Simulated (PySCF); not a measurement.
(E)-2-chloro-1-fluoroprop-1-ene (C₃H₄ClF), SMILES F/C=C(\C)Cl. Atoms are numbered in the order given.

```xyz
9

C     -1.6316    -0.1900     0.0000
C     -0.1596     0.0180     0.0000
Cl     0.3904     1.6645     0.0000
C      0.7621    -0.9471     0.0000
F      0.4151    -2.2322     0.0000
H     -2.0889     0.2736    -0.8881
H     -1.8602    -1.2639     0.0000
H     -2.0889     0.2736     0.8881
H      1.8406    -0.7750     0.0000
```

Coordinates come from a PBE0-D3(BJ)/def2-SVP optimisation.

Level of theory: CAM-B3LYP/def2-TZVP run with PySCF.

ESP charges are fitted to the potential on shells at 1.4 to 2.0 van der Waals radii. Atomic charges (e):

```tsv
atom	ESP fit	IAO	Mulliken
C1	-0.36	-0.42	-0.35
C2	0.11	-0.04	0.04
Cl3	-0.13	-0.03	-0.10
C4	-0.08	0.13	0.05
F5	-0.11	-0.27	-0.20
H6	0.13	0.16	0.14
H7	0.14	0.16	0.14
H8	0.13	0.16	0.14
H9	0.16	0.16	0.13
```

Computed Mayer and Wiberg (Löwdin basis) orders of the bonds:
| bond | Mayer | Wiberg |
|---|---|---|
| C1–C2 | 0.92 | 1.30 |
| C2–Cl3 | 1.06 | 1.63 |
| C2–C4 | 1.82 | 2.01 |
| C4–F5 | 1.04 | 1.76 |
| C1–H6 | 0.96 | 0.89 |
| C1–H7 | 0.97 | 0.88 |
| C1–H8 | 0.96 | 0.89 |
| C4–H9 | 0.98 | 0.87 |
